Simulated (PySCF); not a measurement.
# Computed properties of C₃H₁₀Si, SMILES C[SiH](C)C

Si(H)(Me)3 (C₃H₁₀Si), SMILES C[SiH](C)C. The structure is a stationary point at PBE0-D3(BJ)/def2-SVP. The isomer is the one that the SMILES or the coordinates give; other isomers of the formula were not compared. One conformer was computed; it need not be the lowest. All values are computed for the isolated molecule unless a solvent is named; none is compared with measurement here.

**Structure.** The optimised structure has C3v symmetry. All 36 harmonic modes at PBE0-D3(BJ)/def2-SVP (PySCF) are real, so it is a minimum. With heavy atoms numbered as in [SiH:1]([CH3:2])([CH3:3])[CH3:4], the shortest bond between them is Si1–C4 at 1.882 Å and the longest Si1–C2 at 1.882 Å.

**Vibrations.** The strongest infrared lines (harmonic, unscaled, degenerate partners summed) lie at 910 cm⁻¹ (332 km/mol, H 75 %, Si 14 %, C 11 %), 2193 cm⁻¹ (158 km/mol, H 97 %), 1259 cm⁻¹ (78 km/mol, H 77 %, C 22 %). The softest mode is at 154 cm⁻¹ and the zero-point energy is 74.5 kcal/mol.

**Electronic structure.** PBE0/def2-TZVP (PySCF) places the frontier levels at -8.53 and 1.07 eV, a gap of 9.60 eV, and gives a dipole moment of 0.58 D and a mean polarisability of 64.2 bohr³. PBE/def2-TZVP (PySCF) at the same geometry gives -7.22 and 0.30 eV, so its gap is 2.08 eV narrower. An orbital gap is neither the optical nor the fundamental gap.

**Excitations.** TDA-M06-2X/def2-SVPD (PySCF) has S1 at 8.15 eV (152 nm, f = 0.177, bright); the most intense of the 10 singlets computed lies at 8.15 eV (f = 0.18). Strengths of degenerate partners are summed. T1 (TDA) is at 8.00 eV, 0.15 eV under S1. TDA-PBE/def2-SVPD (PySCF) puts S1 at 7.26 eV. No vertical singlet excitation falls in the visible range (under 3.1 eV).

**NMR.** GIAO shifts at PBE0/pcSseg-1 (PySCF) (non-relativistic, atoms alike by connectivity averaged): ¹³C at -0.2 ppm against TMS; ¹H from 0.4 to 4.5 ppm against TMS; ²⁹Si at -16.1 ppm against TMS.

**Solvation.** SMD-B3LYP/6-31G* (PySCF) gives 3.2 kcal/mol in water, -0.9 kcal/mol in 2-propanol, -1.2 kcal/mol in benzene (1 M in both phases, gas-phase geometry).
